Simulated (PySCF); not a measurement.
AlAsH₄O₂, SMILES [OH][Al]([OH])[AsH2].

Geometry: PBE0-D3(BJ)/def2-SVP. The structure was generated by enumeration; whether it is a known compound was not checked. Other conformers were not sampled.

Two levels are set side by side: TDDFT-PBE/def2-SVPD (PySCF) and TDDFT-CAM-B3LYP/def2-SVPD (PySCF). Vertical, same geometry. The lowest singlet is HOMO→LUMO 92 % with PBE and HOMO→LUMO 81 % with the other functional; states are paired by order. Differences are taken from unrounded values.

| quantity | TDDFT-CAM-B3LYP |
|---|---|
| lowest singlet excitation (eV) | 5.83 |
| lowest triplet excitation (TDA) (eV) | 5.21 |
| first bright state (f over 0.05) (eV) | 5.83 |
| its oscillator strength | 0.14 |

Q: What does TDDFT-PBE give, and how far is it from TDDFT-CAM-B3LYP? (The exact figures need the calculation; the answer reports its results.)

A: 
```csv
quantity,TDDFT-PBE,TDDFT-PBE minus TDDFT-CAM-B3LYP
lowest singlet excitation (eV),5.11,-0.73
lowest triplet excitation (TDA) (eV),4.62,-0.59
first bright state (f over 0.05) (eV),5.11,-0.73
its oscillator strength,0.11,-0.04
```

Functionals without exact exchange tend to place singlet excitations lower, as here. Differences between two approximate levels are no errors against the true value.

Rough cost on one machine, each run with all the roots and properties that it gave: TDDFT-CAM-B3LYP against TDDFT-PBE about 6 times.
